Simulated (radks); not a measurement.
Spherical quantum dot in the effective-mass picture: electrons in a well V = -V0 / (1 + exp((r - R)/a)) with V0 = 7.72, R = 2.7, a = 0.097, all in effective atomic units (hartree* = m*/eps^2 hartree, bohr* = eps/m* bohr), one dielectric constant everywhere. Method: non-relativistic Kohn-Sham, exchange-only LDA, spin-polarised, spherical densities; computed with a radial shooting solver with Libxc functionals. Levels are named by radial order and angular momentum (1s, 1p, 1d, 2s, ...), and open shells are averaged over m.

N = 9, configuration 1s2 1p6 1d(up 1, down 0). This is the lowest configuration that the search found. Occupied and some empty levels:

level    occupation  eigenvalue (hartree*)  <r> (bohr*)
1s up             1                -3.0038        1.721
1s down           1                -2.9716        1.715
1p up             3                -2.5773        1.888
1p down           3                -2.5412        1.886
1d up             1                -1.9420        2.009
1d down           0                -1.9040        2.008
2s up             0                -1.2131        1.427
2s down           0                -1.1945        1.429
1f up             0                -1.1322        2.105
1f down           0                -1.0935        2.105
2p up             0               -0.16995        1.648
2p down           0               -0.14716        1.648

Energy (hartree*): total -41.8288, kinetic 8.7334, external -66.904, Hartree 19.663, exchange-correlation -3.3212.

Electron density:

r (bohr*)  n(r) (e/bohr*^3)
0.270               0.05008
0.560               0.07043
0.849                0.1028
1.14                 0.1411
1.43                 0.1730
1.72                 0.1809
2.01                 0.1504
2.30                0.08771
2.59                0.02819
2.88               0.004451
3.17              0.0005619
3.46             0.00007331
3.75             0.00001013
